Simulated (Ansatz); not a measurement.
CH$_{8}$ClNSi$_{2}$, SMILES `N[SiH]([SiH3])CCl`. Total charge 0; spin multiplicity 1. The geometry is a stationary point of PBE0-D4/def2-TZVP. It is one conformer, not always the lowest.

```xyz
13

N    -0.658   -0.578   -1.764
Si   -0.493    0.269   -0.280
Si    1.752    0.874    0.026
C    -1.057   -0.729    1.227
Cl   -0.793    0.265    2.690
H     0.005   -1.265   -2.078
H    -1.534   -0.643   -2.254
H    -1.382    1.460   -0.343
H     1.928    1.846    1.135
H     2.558   -0.343    0.331
H     2.284    1.474   -1.228
H    -0.490   -1.652    1.352
H    -2.118   -0.979    1.186
```

Question: What is the dipole moment at B3LYP/def2-TZVPP? (An estimate is asked.)

Answer: The calculation gave: 3.00 D, with components (-0.86, -1.95, -2.12) D in this frame, pointing from negative to positive charge.

Question: And with PBE, r2SCAN, ωB97M-V? (An estimate is asked.)

Answer: Computed: PBE 2.98 D, r2SCAN 3.08 D, ωB97M-V 3.01 D.

Question: Give the Mulliken charges with B3LYP, ωB97M-V, r2SCAN in def2-TZVPP. (Best estimate.)

Answer: The calculation gave: 
```
atom  B3LYP  ωB97M-V  r2SCAN
  N1  -0.41    -0.37   -0.46
 Si2   0.35     0.28    0.36
 Si3   0.13     0.03    0.15
  C4  -0.18    -0.27   -0.11
 Cl5  -0.17    -0.13   -0.18
  H6   0.14     0.12    0.16
  H7   0.14     0.12    0.16
  H8  -0.07    -0.02   -0.07
  H9  -0.04    -0.01   -0.05
 H10  -0.07    -0.03   -0.07
 H11  -0.06    -0.02   -0.07
 H12   0.12     0.14    0.09
 H13   0.12     0.14    0.09
```

B3LYP here is the variant with VWN-RPA as its local correlation; programs differ in this.
